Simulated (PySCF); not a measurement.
SiH2Cl2, SMILES Cl[SiH2]Cl.

The structure is a stationary point at B3LYP-D3(BJ)/def2-TZVP. The isomer is the one that the SMILES or the coordinates give; other isomers of the formula were not compared.

Two levels are set side by side: TDA-PBE/def2-SVPD (PySCF) and TDA-B3LYP/def2-SVPD (PySCF). Vertical, same geometry. The lowest singlet is HOMO→LUMO 99 % with PBE and HOMO→LUMO 98 % with the other functional; states are paired by order. Differences are taken from unrounded values.

```tsv
quantity	TDA-B3LYP
lowest singlet excitation (eV)	7.23
lowest triplet excitation (TDA) (eV)	6.90
first bright state (f over 0.05) (eV)	8.45
its oscillator strength	0.10
```

Q: What does TDA-PBE give, and how far is it from TDA-B3LYP? (An estimate is asked for; the answer gives what the named calculation found.)

A: 
| quantity | TDA-PBE | TDA-PBE minus TDA-B3LYP |
|---|---|---|
| lowest singlet excitation (eV) | 6.73 | -0.50 |
| lowest triplet excitation (TDA) (eV) | 6.43 | -0.46 |
| first bright state (f over 0.05) (eV) | 7.90 | -0.56 |
| its oscillator strength | 0.08 | -0.01 |

A lower first singlet is the usual sign of a functional without exact exchange. Differences between two approximate levels are no errors against the true value.

Rough cost on one machine, each run with all the roots and properties that it gave: TDA-B3LYP against TDA-PBE within a factor of 2.
